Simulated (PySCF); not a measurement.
Hg³⁺ (mercury, charge +3) across methods

[Xe] 4f14 5d9, 2D determinant. Calculation: PySCF 2.14, in def2-QZVPPD with the def2 core potential (60 electrons); a scalar-relativistic core potential.

```tsv
method	E (hartree)	mean ε 5p β (eV)	mean ε 5d α (eV)	mean ε 5d β (eV)	Σ⟨r²⟩ (bohr²)	⟨S²⟩
PBE0	-151.1564	-104.29	-44.982	-44.118	29.28	0.752
TPSSh	-151.1175	-102.21	-43.686	-42.873	29.30	0.753
r2SCAN	-151.2107	-102.03	-43.357	-42.436	29.20	0.755
UHF	-150.37745	-115.03	-50.049	-48.896	29.12	0.755
LDA	-150.8727	-100.34	-43.094	-42.309	29.57	0.751
M06-L	-151.2813	-101.46	-43.079	-42.099	29.02	0.755
PBE	-151.1712	-100.31	-42.933	-42.147	29.40	0.752
B97-3	-151.2065	-104.61	-45.021	-44.209	29.23	0.752
```

(1) Estimate the same row for BLYP.

Energies and moments cover only the electrons outside the core potential. Spin-orbit coupling, absent here, splits the open shell strongly.

## Answers

(1) E (hartree) = -151.1247; mean ε 5p β (eV) = -100.27; mean ε 5d α (eV) = -42.795; mean ε 5d β (eV) = -42.042; Σ⟨r²⟩ (bohr²) = 29.48; ⟨S²⟩ = 0.752.
